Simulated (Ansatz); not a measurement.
A structure relaxed at PBE0-D4/def2-TZVP, charge 0, multiplicity 1:

```json
{"atom": "C1", "x (Å)": "-0.320", "y (Å)": "-1.572", "z (Å)": "2.818"}
{"atom": "C2", "x (Å)": "-0.340", "y (Å)": "-0.760", "z (Å)": "1.923"}
{"atom": "In3", "x (Å)": "-0.335", "y (Å)": "0.583", "z (Å)": "0.332"}
{"atom": "Si4", "x (Å)": "0.511", "y (Å)": "0.375", "z (Å)": "-2.064"}
{"atom": "Cl5", "x (Å)": "-1.268", "y (Å)": "2.641", "z (Å)": "0.946"}
{"atom": "H6", "x (Å)": "-0.308", "y (Å)": "-2.280", "z (Å)": "3.616"}
{"atom": "H7", "x (Å)": "-0.205", "y (Å)": "1.342", "z (Å)": "-2.932"}
{"atom": "H8", "x (Å)": "0.299", "y (Å)": "-1.008", "z (Å)": "-2.564"}
{"atom": "H9", "x (Å)": "1.966", "y (Å)": "0.679", "z (Å)": "-2.074"}
```

Problem. Give its formula and SMILES.

Solution. C2H4ClInSi, `C#[C][In]([SiH3])[Cl]`.

Problem. Summarise the bond lengths by kind.

Solution. 1 × C–C 1.209 Å; 1 × C–H 1.067 Å; 1 × C–In 2.082 Å; 1 × In–Si 2.549 Å; 1 × Cl–In 2.341 Å; 3 × H–Si 1.484 to 1.487 Å.

All numbers were calculated with Ansatz.
